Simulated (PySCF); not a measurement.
**Mayer bond orders and bond lengths**

Species: C3H13ClSSi3.
Atom-mapped SMILES: `[CH3:1][CH2:2][S:3][Si@@H:4]([CH2:5][SiH3:6])[SiH2:7][Cl:8]` (hydrogens: H9, H10, H11 on C1; H12, H13 on C2; H14 on Si4; H15, H16 on C5; H17, H18, H19 on Si6; H20, H21 on Si7)

Geometry (GFN2-xTB, Å), atoms numbered from 1 in this order:
```
atom  x, y, z in Å
C1     2.9585    0.2348    0.2301
C2     2.2763   -1.0702   -0.1299
S3     1.3202   -0.9567   -1.6864
Si4   -0.5393   -0.0337   -1.0626
C5    -1.2765   -1.0558    0.3687
Si6   -3.1416   -0.7953    0.6562
Si7   -0.3044    2.1932   -0.4516
Cl8   -2.0328    3.1559   -0.8729
H9     2.2272    1.0108    0.4492
H10    3.5786    0.5701   -0.5976
H11    3.5915    0.0913    1.1042
H12    3.0137   -1.8503   -0.3165
H13    1.6028   -1.4043    0.6579
H14   -1.3070   -0.2611   -2.2892
H15   -1.0969   -2.1172    0.1891
H16   -0.7508   -0.8117    1.2945
H17   -3.3807    0.6215    0.9328
H18   -3.8777   -1.2104   -0.5360
H19   -3.5577   -1.6036    1.8059
H20   -0.0811    2.3749    0.9901
H21    0.7685    2.9348   -1.1178
```

Bond orders from the PBE0/pcSseg-1 density (PySCF). The structure is a single GFN2-xTB conformer in the gas phase; no vibrational or solvent corrections.

Task: How far do the computed orders between heavy atoms stray from the drawn ones?

Result: The largest departure is 0.153, at Si4–Si7 (drawn single, 0.847). Drawn single, order below 0.88: Si4–Si7 (0.847).

Task: Give the Mayer order of every bond between heavy atoms, beside its length.

Result: 
```tsv
bond	drawn as	length (Å)	Mayer order
C1–C2	single	1.516	1.027
C2–S3	single	1.830	1.006
S3–Si4	single	2.168	0.970
Si4–C5	single	1.907	0.893
C5–Si6	single	1.905	0.909
Si4–Si7	single	2.321	0.847
Si7–Cl8	single	2.023	0.932
```

Task: And the bonds to hydrogen?

Result: C–H: 0.93 to 0.96 (7 bonds); H–Si: 0.91 to 0.95 (6 bonds).

Task: Sum the orders of all bonds at each heavy atom with more than one neighbour and set the sums beside the valence in the SMILES.

Result: C1 3.899 (drawn 4), C2 3.910 (drawn 4), S3 1.976 (drawn 2), Si4 3.661 (drawn 4), C5 3.657 (drawn 4), Si6 3.749 (drawn 4), Si7 3.612 (drawn 4). Orders between atoms that aren't bonded are not in these sums.

Mayer orders depend on the basis set.
